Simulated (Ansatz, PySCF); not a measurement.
PySCF was given this input:
```python
from pyscf import gto, scf, dft

mol = gto.Mole()
mol.atom = '''
    In   -0.00000000   -0.00000000   -0.03576299
    H     0.00000000    0.00000000    1.75238670
'''
mol.basis = 'def2-tzvp'
mol.ecp = {'In': 'def2-tzvp'}
mol.charge = -1
mol.spin = 1
mol.verbose = 4
mol.build()

mf = dft.UKS(mol)
mf.xc = 'b3lyp'
mf.grids.atom_grid = (99, 590)
mf.grids.prune = None
mf.kernel()
```

Write the same job for Ansatz (a first-principles code).

Several could match; the one computed here: 
Ansatz 0.2 input:
```yaml
crystal:
  periodic: [false, false, false]
  atoms:
    - {symbol: In, position_ang: [-0.00000000, -0.00000000, -0.03576299]}
    - {symbol: H, position_ang: [0.00000000, 0.00000000, 1.75238670]}
basis:
  gaussian:
    orbitals: def2-TZVP
hamiltonian:
  xc: b3lyp
total_charge: -1
magnetization: {spin_polarized: true, initial_magnetization: 1}
accuracy: high
```

Both were run: PySCF gave -190.794783 Eh and Ansatz -190.794782 Eh, 0.000 mEh apart.
